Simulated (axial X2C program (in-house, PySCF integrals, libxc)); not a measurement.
**IBr: cheaper levels and CCSD(T), two-component**

Calculated with an in-house all-electron X2C program for linear molecules (integrals from PySCF). Two-component (2c) means X2C with spin–orbit coupling and atomic mean-field two-electron Coulomb and Gaunt terms. Basis: I dyall-cv3z [11s12p8d4f1g], Br dyall-cv3z [8s9p6d4f1g] (cores contracted in-house); Gaussian nuclei, density fitting, unrestricted open shells. Masses: I 126.904 u, Br 78.918 u.

State: Ω = 0 (closed shell); fragments I + Br.

| level | Re (Å) | ωe (cm⁻¹) | De (eV) |
| --- | --- | --- | --- |
| PBE0 | 2.474 | 272.7 | 1.87 |
| HF | 2.471 | 287.1 | 0.273 |
| MP2 | 2.477 | 276.5 | 1.70 |
| CCSD | 2.494 | 266.7 | 1.46 |
| B97-3 | 2.487 | 268.1 | 1.72 |

Correlated methods: 14 electrons correlated (number of frozen shells: I 4 s, 3 p, 2 d; Br 3 s, 2 p, 1 d), 260 virtual spin orbitals or spinors in MP2, 90 natural virtuals in coupled cluster.

CCSD(T), same Hamiltonian and basis:

Re = 2.501 Å, ωe = 260.1 cm⁻¹, De = 1.58 eV; T1 = 0.008 (Lee–Taylor normalisation).

Q: Give the differences from CCSD(T) in the columns below.

A: 

| level | ΔRe (Å) | Δωe (cm⁻¹) | ΔDe (eV) |
| --- | --- | --- | --- |
| PBE0 | -0.027 | 12.6 | 0.29 |
| HF | -0.030 | 27.0 | -1.31 |
| MP2 | -0.024 | 16.4 | 0.12 |
| CCSD | -0.007 | 6.6 | -0.12 |
| B97-3 | -0.014 | 8.0 | 0.14 |

Occupations by symmetry block were frozen at the best pattern of an incomplete PBE0 search. Closed shells are restricted here (equal orbitals for both partners); the stretched side of such a curve lies too high. Dissociation energies refer to the lowest single-determinant-based atoms at the same level and basis. CCSD and (T) use frozen natural virtuals with an MP2 correction for the truncation; (T) itself is uncorrected, so its De runs slightly low. Without a current term, density functionals place determinants with orbital angular momentum somewhat too high.
